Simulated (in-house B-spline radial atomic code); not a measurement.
**Ag6+: [Kr] 4d5**

All numbers are computed (Dirac-Kohn-Sham AM05, spherical fractional occupations; Fermi nucleus of rms radius 4.5454 fm) with a radial B-spline atomic code at the basis-set limit, not measured.

Z_r = [3n² - l(l+1)]/(2<r>); Z_e = n√(-2ε); the last column is Slater's effective charge. Values are occupation-weighted means over j. An effective charge above Z reflects the relativistic contraction of the inner shells.

```
shell  electrons   ε (eV)  <r> (bohr)    Z_r    Z_e  Slater
   1s          2   -25385     0.03113  48.18  43.19   46.70
   2s          2  -3823.9      0.1347  44.56  33.53   42.85
   2p          6  -3445.3      0.1176  42.54  31.83   42.85
   3s          2   -781.7      0.3685  36.64  22.74   35.75
   3p          6  -656.87      0.3673  34.03  20.84   35.75
   3d         10  -458.14      0.3453  30.40  17.41   25.85
   4s          2  -189.49      0.8879  27.03  14.93   19.25
   4p          6   -151.8      0.9537  24.12  13.36   19.25
   4d          5  -95.472       1.118  18.78  10.60    9.60
```

The least bound orbital is 4d5/2 at -95.14 eV, and it is also the most diffuse (<r> = 1.122 bohr).

Spin-orbit splittings of the orbital energies (j = l + 1/2 above j = l - 1/2 when positive): 2p 175 eV, 3p 30.96 eV, 3d 6.253 eV, 4p 5.64 eV, 4d 0.8422 eV.

For the 1s electron the small component carries 2.96 % of the norm, the zero-frequency Breit interaction raises the level by 55.45 eV, self-energy by 30.99 eV, and vacuum polarisation lowers it by 3.888 eV.

The density falls to 0.001 bohr⁻³ at 2.604 bohr; Σ<r²> = 18.028 bohr² gives, by the non-relativistic formula and without the paramagnetism of open shells, a Langevin diamagnetic susceptibility of -14.28×10⁻⁶ cm³/mol.
